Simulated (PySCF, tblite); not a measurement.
Isomers of C7H16SSi. Calculated harmonic vibrations of the isolated species, GFN2-xTB (tblite), most abundant isotopes, no scaling. Errors from tens to a few hundred cm⁻¹ against measured bands are possible. Modes of hydrogen on silicon can be 10 to 20 % off. One conformer each.

Electronic energies: PBE0/pcSseg-1 single points on the GFN2-xTB geometries (PySCF, gas phase).

```json
{"SMILES": "CC[Si@@H](C)SC1(C)CC1", "electronic energy, lowest = 0 (kJ/mol)": "0.0"}
{"SMILES": "CC[C@@]1([SiH3])CCCSC1", "electronic energy, lowest = 0 (kJ/mol)": "54.0"}
{"SMILES": "CC[Si@@H]1C[C@@H]1SC(C)C", "electronic energy, lowest = 0 (kJ/mol)": "126.0"}
{"SMILES": "CC[Si]1(C(C)C)CSC1", "electronic energy, lowest = 0 (kJ/mol)": "20.7"}
```

Question: How do GFN2-xTB zero-point energies change the relative energies?

Answer: 
```tsv
SMILES	ZPE (kJ/mol)	of it from modes above 1550 cm⁻¹	electronic (kJ/mol)	with ZPE, lowest = 0 (kJ/mol)	lowest mode (cm⁻¹)	rings
CC[Si@@H](C)SC1(C)CC1	553.1	285.8	0.0	0.0	35	1
CC[Si]1(C(C)C)CSC1	561.2	288.2	20.7	28.9	13	1
CC[C@@]1([SiH3])CCCSC1	551.8	272.8	54.0	52.7	72	1
CC[Si@@H]1C[C@@H]1SC(C)C	552.9	284.6	126.0	125.7	26	1
```

The zero-point energies span 9.4 kJ/mol, from `CC[C@@]1([SiH3])CCCSC1` to `CC[Si]1(C(C)C)CSC1`. The order is unchanged.

Question: And how do the electronic energies of GFN2-xTB itself compare?

Answer: `CC[Si@@H](C)SC1(C)CC1` 47.8; `CC[Si]1(C(C)C)CSC1` 136.7; `CC[C@@]1([SiH3])CCCSC1` 0.0; `CC[Si@@H]1C[C@@H]1SC(C)C` 201.5 kJ/mol, lowest = 0. Against the energies above, taken from the same isomer `CC[Si@@H](C)SC1(C)CC1`, the largest difference is 101.8 kJ/mol.

Question: What do entropy and thermal enthalpy add at 298.15 K and 1 bar (rigid rotor, harmonic oscillator, one conformer each)?

Answer: 
| SMILES | point group | symmetry number | S (J/(mol K)) | H − H(0) (kJ/mol) | ZPE + H − H(0) − TS (kJ/mol) |
| --- | --- | --- | --- | --- | --- |
| CC[Si@@H](C)SC1(C)CC1 | C1 | 1 | 486.2 | 37.98 | 446.2 |
| CC[C@@]1([SiH3])CCCSC1 | C1 | 1 | 428.0 | 32.25 | 456.5 |
| CC[Si@@H]1C[C@@H]1SC(C)C | C1 | 1 | 487.1 | 37.36 | 445.0 |

Not tabulated: `CC[Si]1(C(C)C)CSC1` (lowest mode only 13 cm⁻¹).
